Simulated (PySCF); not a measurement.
C₃H₃ (SMILES [C-]#CC), charge -1, singlet, geometry from GFN2-xTB (in this run its highest filled SCF level lies above zero, so its values depend strongly on the basis, on diffuse functions most of all). Base run: SVWN5/6-31G** in PySCF.

Here is a job for PySCF.
```python
from pyscf import gto, scf, dft

mol = gto.M(
    atom='''
C     0.00179213   -0.00082963    0.34805219
C     0.00811735   -0.00375776    1.57647903
C    -0.00588691    0.00272522   -1.14330257
H     0.03963094    1.02847941   -1.56026013
H     0.85557099   -0.54993143   -1.56822380
H    -0.91933737   -0.46737496   -1.55888795
''',
    basis='6-31g**',
    charge=-1,
    verbose=4,
)

mf = dft.RKS(mol)
mf.xc = 'lda,vwn'
mf.kernel()
```

The base run was repeated with changes; each row names its change, and settings that it needs were set with it.

| change | ΔE vs base (mEh) | SCF cycles | outcome |
|---|---|---|---|
| base | 0.000 | 10 | converged |
| level_shift = 0.3 (with mf.max_cycle = 100) | 0.000 | 15 | converged |
| DIIS = EDIIS | - | 50 | not converged |
| diis_space = 20 | 0.000 | 10 | converged |
| DIIS = ADIIS | 0.000 | 24 | converged |
| diis = off; damp = 0.6 (with mf.diis_start_cycle = 200; with mf.max_cycle = 150) | 0.000 | 30 | converged |
| solver = newton; init_guess = 1e | 0.000 | - | converged |
| level_shift = 0.5 (with mf.max_cycle = 100) | 0.000 | 18 | converged |
| level_shift = 0.1 (with mf.max_cycle = 100) | 0.000 | 10 | converged |
| conv_tol_grad = 1e-7 | 0.000 | 12 | converged |
| conv_tol = 1e-7 | 0.000 | 9 | converged |
| diis_space = 4 | 0.000 | 15 | converged |
| diis = off; damp = 0.3 (with mf.diis_start_cycle = 200; with mf.max_cycle = 150) | - | 150 | not converged |
